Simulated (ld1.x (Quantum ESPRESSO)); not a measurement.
u(r) = r·R(r): atom against pseudo-atom (selenium)

Columns: radius, all-electron u(r) and pseudo u(r) of the 4s shell (level -27.08 eV) of selenium in the configuration [Ar] 3d10 4s2 4p3; LDA (PZ), scalar-relativistic, PAW scheme, ld1.x (Quantum ESPRESSO) 7.5.

```json
{"r (bohr)": "0.078", "all-electron": "-0.1232", "pseudo": "-0.0574"}
{"r (bohr)": "0.155", "all-electron": "-0.2410", "pseudo": "-0.1141"}
{"r (bohr)": "0.232", "all-electron": "-0.0004", "pseudo": "-0.1711"}
{"r (bohr)": "0.310", "all-electron": "0.2635", "pseudo": "-0.2291"}
{"r (bohr)": "0.388", "all-electron": "0.4026", "pseudo": "-0.2873"}
{"r (bohr)": "0.465", "all-electron": "0.4084", "pseudo": "-0.3449"}
{"r (bohr)": "0.542", "all-electron": "0.3199", "pseudo": "-0.4023"}
{"r (bohr)": "0.620", "all-electron": "0.1750", "pseudo": "-0.4599"}
{"r (bohr)": "0.698", "all-electron": "0.0068", "pseudo": "-0.5164"}
{"r (bohr)": "0.775", "all-electron": "-0.1605", "pseudo": "-0.5705"}
{"r (bohr)": "0.852", "all-electron": "-0.3164", "pseudo": "-0.6221"}
{"r (bohr)": "0.930", "all-electron": "-0.4555", "pseudo": "-0.6713"}
{"r (bohr)": "1.008", "all-electron": "-0.5726", "pseudo": "-0.7163"}
{"r (bohr)": "1.085", "all-electron": "-0.6658", "pseudo": "-0.7558"}
{"r (bohr)": "1.162", "all-electron": "-0.7380", "pseudo": "-0.7897"}
{"r (bohr)": "1.240", "all-electron": "-0.7913", "pseudo": "-0.8175"}
{"r (bohr)": "1.318", "all-electron": "-0.8270", "pseudo": "-0.8381"}
{"r (bohr)": "1.395", "all-electron": "-0.8473", "pseudo": "-0.8508"}
{"r (bohr)": "1.472", "all-electron": "-0.8549", "pseudo": "-0.8555"}
{"r (bohr)": "1.550", "all-electron": "-0.8518", "pseudo": "-0.8518"}
{"r (bohr)": "1.628", "all-electron": "-0.8398", "pseudo": "-0.8398"}
{"r (bohr)": "1.705", "all-electron": "-0.8210", "pseudo": "-0.8210"}
{"r (bohr)": "1.782", "all-electron": "-0.7968", "pseudo": "-0.7968"}
{"r (bohr)": "1.860", "all-electron": "-0.7682", "pseudo": "-0.7682"}
{"r (bohr)": "1.938", "all-electron": "-0.7364", "pseudo": "-0.7364"}
{"r (bohr)": "2.015", "all-electron": "-0.7030", "pseudo": "-0.7030"}
```

Problem. How many radial nodes do the two functions have?

Solution. The all-electron 4s function has n − l − 1 = 3 (the table is too coarse to show those close to the nucleus); the pseudo-wave has 0, since the states of the same l below it are removed with the core.

Problem. At about which radius was the pseudo-wave matched?

Solution. 1.55 bohr, where the columns begin to agree (steps of 0.08 bohr).

Problem. Is the pseudo-wave norm-conserving?

Solution. No, it belongs to a PAW set: the norm inside the radius is not constrained, and the difference is carried by the augmentation charge.
